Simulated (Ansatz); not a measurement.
AgAu₂⁻. Total charge -1; singlet. Geometry PBE0-D4/def2-TZVPD; atoms count from 1.

```xyz
3

Au    1.156   -0.936    2.161
Au   -1.165    0.934   -2.157
Ag    0.009    0.002   -0.004
```

In the def2 sets Ag, Au take a core potential; there is no spin–orbit coupling. The structure comes from a short search, and lower isomers may exist.

(1) Estimate the Mulliken populations from the PBE0/def2-TZVPD orbitals of Ansatz.

(2) And the Mayer bond orders between bonded heavy atoms (over 0.3)?

Answers

(1) 
| atom | charge (e) | d electrons |
| --- | --- | --- |
| Au1 | -0.20 | 9.91 |
| Au2 | -0.20 | 9.91 |
| Ag3 | -0.60 | 9.95 |
Mulliken values and Mayer orders depend strongly on the basis. With diffuse functions, as here, like atoms can get unlike values, and bond orders can come out too low or too high.

(2) Au1–Ag3 1.03 (2.62 Å); Au2–Ag3 1.03 (2.62 Å).
